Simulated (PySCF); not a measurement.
B(Me)(Et)(NH2) (C₃H₁₀BN), SMILES CCB(C)N. Atoms are numbered in the order given.

```xyz
15

B     -0.0497    -0.5634     0.0000
C      0.6572    -1.9806     0.0000
H      1.3174    -2.0855    -0.8789
H     -0.0381    -2.8361     0.0000
H      1.3174    -2.0855     0.8789
C      0.8204     0.7665     0.0000
C      0.0625     2.0932     0.0000
H      1.5037     0.7195    -0.8708
H      1.5037     0.7195     0.8708
H     -0.5856     2.1889     0.8885
H     -0.5856     2.1889    -0.8885
H      0.7353     2.9661     0.0000
N     -1.4500    -0.4779     0.0000
H     -2.0561    -1.2899     0.0000
H     -1.9543     0.4014     0.0000
```

Geometry optimised at r2SCAN-D4/def2-SVP. One conformer was computed; it need not be the lowest.

The numbers are results of r2SCAN/def2-TZVP (PySCF), not measurements.

ESP charges are fitted to the potential on shells at 1.4 to 2.0 van der Waals radii. Atomic charges (e):

```json
[
 {"atom": "B1", "meta-Löwdin": "0.20", "ESP fit": "0.69", "Mulliken": "0.24"},
 {"atom": "C2", "meta-Löwdin": "-0.47", "ESP fit": "-0.86", "Mulliken": "-0.43"},
 {"atom": "H3", "meta-Löwdin": "0.13", "ESP fit": "0.18", "Mulliken": "0.12"},
 {"atom": "H4", "meta-Löwdin": "0.11", "ESP fit": "0.20", "Mulliken": "0.09"},
 {"atom": "H5", "meta-Löwdin": "0.13", "ESP fit": "0.18", "Mulliken": "0.12"},
 {"atom": "C6", "meta-Löwdin": "-0.32", "ESP fit": "-0.02", "Mulliken": "-0.25"},
 {"atom": "C7", "meta-Löwdin": "-0.33", "ESP fit": "-0.36", "Mulliken": "-0.35"},
 {"atom": "H8", "meta-Löwdin": "0.11", "ESP fit": "0.01", "Mulliken": "0.09"},
 {"atom": "H9", "meta-Löwdin": "0.11", "ESP fit": "0.01", "Mulliken": "0.09"},
 {"atom": "H10", "meta-Löwdin": "0.10", "ESP fit": "0.08", "Mulliken": "0.11"},
 {"atom": "H11", "meta-Löwdin": "0.10", "ESP fit": "0.08", "Mulliken": "0.11"},
 {"atom": "H12", "meta-Löwdin": "0.11", "ESP fit": "0.09", "Mulliken": "0.11"},
 {"atom": "N13", "meta-Löwdin": "-0.45", "ESP fit": "-1.07", "Mulliken": "-0.50"},
 {"atom": "H14", "meta-Löwdin": "0.24", "ESP fit": "0.41", "Mulliken": "0.23"},
 {"atom": "H15", "meta-Löwdin": "0.24", "ESP fit": "0.39", "Mulliken": "0.23"}
]
```

Computed Mayer and Wiberg (Löwdin basis) orders of the bonds:
| bond | Mayer | Wiberg |
|---|---|---|
| B1–C2 | 1.00 | 1.28 |
| C2–H3 | 0.95 | 0.86 |
| C2–H4 | 0.97 | 0.88 |
| C2–H5 | 0.95 | 0.86 |
| B1–C6 | 1.02 | 1.19 |
| C6–C7 | 0.96 | 1.28 |
| C6–H8 | 0.94 | 0.80 |
| C6–H9 | 0.94 | 0.80 |
| C7–H10 | 0.98 | 0.91 |
| C7–H11 | 0.98 | 0.91 |
| C7–H12 | 0.98 | 0.91 |
| B1–N13 | 1.39 | 1.83 |
| N13–H14 | 0.91 | 0.90 |
| N13–H15 | 0.91 | 0.89 |
